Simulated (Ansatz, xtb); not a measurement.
# Relative energy of two structures of CH3CuOSn

We compare a, a singlet given by its coordinates, with b, `C[O][Sn][Cu]`, a singlet. Both are isolated molecules in the gas phase, relaxed with r2SCAN-D4/def2-SVP; the shapes shown needn't be the lowest conformers.

a (Å):

```xyz
7

C     0.4390   -1.5125    1.4005
Cu    2.1480   -0.0603   -0.6809
O     2.3509    0.8431    0.8242
Sn    1.3984    0.2240    2.4428
H    -0.1330   -1.0882    0.5535
H     1.2651   -2.1177    0.9813
H    -0.2248   -2.1704    1.9863
```

Close contacts (Å): C1–Sn4 2.24, Cu2–O3 1.77, Cu2–Sn4 3.22, O3–Sn4 1.98, C1–H5 1.11, C1–H6 1.11, C1–H7 1.10.

b (Å):

```yaml
atoms:
  - { symbol: C, position_ang: [0.1574, -1.3198, 1.5037] }
  - { symbol: Cu, position_ang: [4.1080, 0.0887, -0.6133] }
  - { symbol: O, position_ang: [1.3544, -1.0504, 0.8292] }
  - { symbol: Sn, position_ang: [2.1614, 0.8031, 0.7102] }
  - { symbol: H, position_ang: [-0.3111, -0.4244, 1.9662] }
  - { symbol: H, position_ang: [-0.5851, -1.7615, 0.8110] }
  - { symbol: H, position_ang: [0.3263, -2.0592, 2.3104] }
```

Quicker runs give these differences E(b) − E(a): GFN2-xTB +0.104 eV; HF/STO-3G +2.295 eV (at GFN2-xTB geometries); r2SCAN-D4/def2-SVP//GFN2-xTB −0.110 eV.

Task: Estimate E(b) − E(a) at the level CCSD(T)/def2-SVP + ΔMP2/def2-TZVPP.

Result: Calculated at CCSD(T)/def2-SVP + ΔMP2/def2-TZVPP: E(b) − E(a) = −0.160 eV, so structure b lies lower.

The same difference at several levels:

```csv
level,geometry,E(b) − E(a) (eV),departure from the last row (eV),"job, with rough time for the two"
GFN2-xTB,GFN2-xTB,+0.104,+0.264,"optimisation, 0.18 s"
HF/STO-3G,GFN2-xTB,+2.295,+2.455,"single point, 14 s"
r2SCAN-D4/def2-SVP//GFN2-xTB,GFN2-xTB,−0.110,+0.050,"single point, 4.8 s"
r2SCAN-D4/def2-SVP,r2SCAN-D4/def2-SVP,−0.155,+0.005,"optimisation, 2.1 min"
HF/def2-SVP,r2SCAN-D4/def2-SVP,−0.331,−0.171,part of the CCSD(T) run
MP2/def2-SVP,r2SCAN-D4/def2-SVP,+0.141,+0.301,part of the CCSD(T) run
CCSD(T)/def2-SVP,r2SCAN-D4/def2-SVP,−0.178,−0.018,single point
CCSD(T)/def2-SVP + ΔMP2/def2-TZVPP,r2SCAN-D4/def2-SVP,−0.160,,"single point, 51 s"
```

GFN2-xTB, HF/STO-3G, MP2/def2-SVP put the two in the other order. The largest departure from CCSD(T)/def2-SVP + ΔMP2/def2-TZVPP is that of HF/STO-3G, 2.455 eV. The last row adds to CCSD(T) the change of the MP2 difference between the two basis sets, here +0.018 eV.

With harmonic frequencies from r2SCAN-D4/def2-SVP (ideal gas, rigid rotor, one conformer each, 298.15 K, 1 atm): on the last row, ΔE + ΔZPE = −0.049, ΔH = −0.061, ΔG = −0.028 eV.

The T1 diagnostic of structures a and b is large, so the coupled-cluster value is less sure. The correlated steps freeze 11 core orbitals; the filled d shell of Sn is correlated; the last core shell of Cu is correlated, in a basis made for valence electrons. Atoms past krypton carry core potentials in the def2 sets, other sets are all-electron and non-relativistic, and no spin–orbit term is included. Programs: Ansatz 0.2.0, xtb 6.7.1; the last row on 2 threads of Arm Neoverse V2 on a shared host.
